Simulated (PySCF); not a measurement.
**Bonding in Me3Si(SMe)**

Compound: Me3Si(SMe), C₄H₁₂SSi.
Atom-mapped SMILES: `[CH3:1][S:2][Si:3]([CH3:4])([CH3:5])[CH3:6]` (hydrogens: H7, H8, H9 on C1; H10, H11, H12 on C4; H13, H14, H15 on C5; H16, H17, H18 on C6)

Geometry (GFN2-xTB, Å), atoms numbered from 1 in this order:
```
atom  x, y, z in Å
C1     2.4202    0.6775    0.5237
S2     1.0843   -0.2422    1.3510
Si3   -0.4415   -0.2259   -0.2035
C4    -0.8358    1.5776   -0.6846
C5    -1.9427   -1.0802    0.5817
C6     0.1949   -1.1844   -1.7261
H7     2.0831    1.6822    0.2911
H8     3.2486    0.7197    1.2226
H9     2.7231    0.1556   -0.3781
H10   -1.7115    1.6221   -1.3245
H11   -0.0135    2.0378   -1.2257
H12   -1.0376    2.1865    0.1923
H13   -2.7800   -1.0997   -0.1080
H14   -1.7102   -2.1042    0.8557
H15   -2.2621   -0.5656    1.4821
H16   -0.5923   -1.3066   -2.4640
H17    1.0192   -0.6684   -2.2119
H18    0.5451   -2.1754   -1.4501
```

Bond orders from the PBE0/pcSseg-1 density (PySCF). Geometry: GFN2-xTB; no solvent, vibrations or thermal averaging.

Problem. How far do the computed orders between heavy atoms stray from the drawn ones?

Solution. The largest departure is 0.045, at Si3–C4 (drawn single, 0.955) and Si3–C6 (drawn single, 0.957).

Problem. Give the Mayer order of every bond, beside its length.

Solution. 
| bond | drawn as | length (Å) | Mayer order |
| --- | --- | --- | --- |
| C1–S2 | single | 1.821 | 0.996 |
| S2–Si3 | single | 2.178 | 0.976 |
| Si3–C4 | single | 1.908 | 0.955 |
| Si3–C5 | single | 1.897 | 0.979 |
| Si3–C6 | single | 1.908 | 0.957 |
| C1–H7 | single | 1.085 | 0.949 |
| C1–H8 | single | 1.085 | 0.961 |
| C1–H9 | single | 1.085 | 0.948 |
| C4–H10 | single | 1.085 | 0.952 |
| C4–H11 | single | 1.087 | 0.952 |
| C4–H12 | single | 1.086 | 0.955 |
| C5–H13 | single | 1.085 | 0.952 |
| C5–H14 | single | 1.085 | 0.953 |
| C5–H15 | single | 1.085 | 0.953 |
| C6–H16 | single | 1.086 | 0.951 |
| C6–H17 | single | 1.087 | 0.951 |
| C6–H18 | single | 1.087 | 0.955 |

Bonds between the same two heavy elements. C–Si: lowest Si3–C4 and Si3–C6 (0.955, 1.908 Å), highest Si3–C5 (0.979, 1.897 Å). Bonds named together lie within 0.004.

Problem. Sum the orders of all bonds at each heavy atom with more than one neighbour and set the sums beside the valence in the SMILES.

Solution. C1 3.854 (drawn 4), S2 1.972 (drawn 2), Si3 3.867 (drawn 4), C4 3.814 (drawn 4), C5 3.837 (drawn 4), C6 3.814 (drawn 4). Orders between atoms that aren't bonded are not in these sums.

For a closed shell the Mayer order of atoms A and B is Σ (PS)μν (PS)νμ over the basis functions μ on A and ν on B, with P the density and S the overlap matrix.
